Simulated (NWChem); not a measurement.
## A calculation on disiloxane (H$_{6}$OSi$_{2}$)

SMILES: [SiH3]O[SiH3]
```xyz
9

Si     0.3835    -1.5527     0.0048
O     -0.3578    -0.0734    -0.0185
Si    -0.2588     1.5783     0.0020
H      0.6166    -1.9898     1.4139
H     -0.4984    -2.5412    -0.6779
H      1.6981    -1.4858    -0.7047
H      0.9978     2.0317    -0.6701
H     -0.2606     2.0758     1.4102
H     -1.4363     2.1385    -0.7197
```
Charge 0, spin multiplicity 1.

Everything below was run with NWChem. All single points use one geometry, from PBE0/def2-SVP, a minimum by its harmonic frequencies.

The correlated methods keep 11 core orbitals frozen. The Pople sets run with spherical d functions.

Worked example. A B2PLYP run in 6-31G* ends its self-consistent part (53 % exact exchange, 47 % B88, 73 % LYP) at -657.37554 Ha, and second-order perturbation theory on those orbitals gives -0.41052 Ha unscaled.

The perturbative term enters with the weight 0.27: -657.37554 + 0.27·(-0.41052) = -657.48638 Ha is the total energy.
